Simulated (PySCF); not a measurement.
# Reading the logs of faulty runs: F2H4Si2

Calculated results; nothing here was measured. The program is PySCF 2.14.0, an open-source quantum chemistry code, run on an isolated molecule that a program drew, which may never have been made. The molecule is F2H4Si2 (charge 0, singlet), drawn as the SMILES string `F[SiH](F)[SiH3]`.

Each row is a Hartree-Fock (HF) and frozen-core CCSD(T) single point in the cc-pV(D+d)Z basis, meant for a local HF minimum. Run 1 is clean. Each other run has one planted mistake out of seven kinds, and not every kind appears here: one electron removed, one electron added, multiplicity raised by two, geometry at a saddle point, minimal basis STO-3G, one bond length entered in bohr, all coordinates scaled. The reference is restricted for singlets and unrestricted otherwise, and also for a bond in bohr. Adding or removing an electron swaps singlet and doublet. Electrons count all cores. HOMO and LUMO are orbital energies over both spins, the gradient is its largest component, and the lowest frequency (negative if imaginary) is given only where the gradient is small. Bond lengths are over the 7 bonds as drawn. T1 is the CCSD diagnostic: over 0.02 (restricted) or 0.045 (unrestricted) a single reference is doubtful.

Geometry of the clean run:
```xyz
8
F2H4Si2, angstrom
F    -1.1466    1.1454    0.5907
Si   -0.2067   -0.1098    0.9482
F    -1.1312   -1.1554    1.7475
Si    0.5663   -1.1033   -1.0381
H     0.8209    0.3668    1.8823
H     1.3846   -0.1194   -1.7829
H    -0.5874   -1.5256   -1.8618
H     1.3997   -2.2787   -0.6970
```

| run | electrons | basis functions | <S^2> | HOMO (eV) | LUMO (eV) | gradient (hartree/bohr) | lowest frequency (cm^-1) | mean bond (Å) | longest bond (Å) | T1 | HF (hartree) | CCSD(T) (hartree) | mistake |
|---|---|---|---|---|---|---|---|---|---|---|---|---|---|
| 1 | 50 | 94 | 0.000 | -11.65 | 3.08 | 3.6e-06 | 92 | 1.6396 | 2.352 | 0.0132 | -779.20211 | -779.82353 | no fault |
| 2 | 50 | 94 | 2.008 | -4.94 | -2.55 | 2.2e-02 | - | 1.6396 | 2.352 | 0.0332 | -778.96613 | -779.58484 | multiplicity raised by two |
| 3 | 50 | 94 | 0.000 | -11.64 | 3.50 | 9.4e-02 | - | 1.5166 | 2.175 | 0.0120 | -779.14690 | -779.76169 | all coordinates scaled |
| 4 | 50 | 94 | 0.833 | -9.75 | 0.69 | 8.4e-03 | - | 1.8278 | 2.798 | 0.0400 | -779.09205 | -779.70262 | one bond length entered in bohr |
| 5 | 51 | 94 | 0.758 | 2.03 | 8.55 | 5.7e-02 | - | 1.6396 | 2.352 | 0.0147 | -779.10691 | -779.74409 | ? |

**Which mistake was planted in run 5, and what did it cost?**

It counts 51 electrons, one more than the clean run, at the same geometry and basis. So the mistake is: one electron added. Subtracting run 1 and multiplying by 627.51 kcal/mol a hartree, the energy moved by 59.7 kcal/mol in HF and 49.8 kcal/mol in CCSD(T).

Cautions from the logs. Run 5: the HOMO is above zero, so the electron isn't bound and the energy depends on the basis.
